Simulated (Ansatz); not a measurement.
Process, species as SMILES: [O]=[Y][Br] → [O]=[Y] + Br atom (the Br-Y bond at the site shown breaks; other sites are not compared here)
Structures are relaxed separately at B3LYP-D3(BJ)/def2-TZVP in Ansatz (a quantum-chemistry and plane-wave program). [O]=[Y]: The spin state was set by rule; other spins were not relaxed.

Property: bond dissociation energy (electronic energy difference), in kJ/mol. Correlated levels leave the core frozen unless marked. UHF or UKS for open shells. No spin-orbit coupling. The frozen core is the preceding noble-gas configuration, with the filled d and f shells of earlier blocks. In def2 rows, elements after Kr have scalar-relativistic effective core potentials. STO-3G rows are all-electron and non-relativistic. Basis-set limits of correlation are two-point, X^-3; Hartree-Fock from the larger set.

| level | program | bond dissociation energy (kJ/mol) |
|---|---|---|
| HF/def2-QZVPPD | Ansatz | 314.9 |
| revPBE/def2-TZVPD | Ansatz | 388.2 |
| r2SCAN/def2-TZVPD | Ansatz | 416.6 |
| HSE06/def2-TZVPD | Ansatz | 404.1 |
| B2GP-PLYP-D3(BJ)/def2-TZVPD | Ansatz + dftd3 | 416.7 |
| B2PLYP-D4/def2-TZVPD | Ansatz + dftd4 | 399.0 |
| RPA@PBE/def2-TZVPP | Ansatz | 344.2 |
| MP2/def2-SVPD | Ansatz | 406.4 |
| MP2/def2-TZVPP | Ansatz | 414.0 |
| MP2/def2-QZVPP | Ansatz | 423.6 |
| RI-MP2/def2-TZVPP | Ansatz | 414.0 |
| SCS-MP2/STO-3G | Ansatz | 531.7 |
| CCSD/CBS(def2-TZVPPD,def2-QZVPPD) | Ansatz | 412.7 |
| CCSD(T)/STO-3G | Ansatz | 511.9 |
| CCSD(T)/CBS(def2-TZVPPD,def2-QZVPPD) | Ansatz | 420.0 |
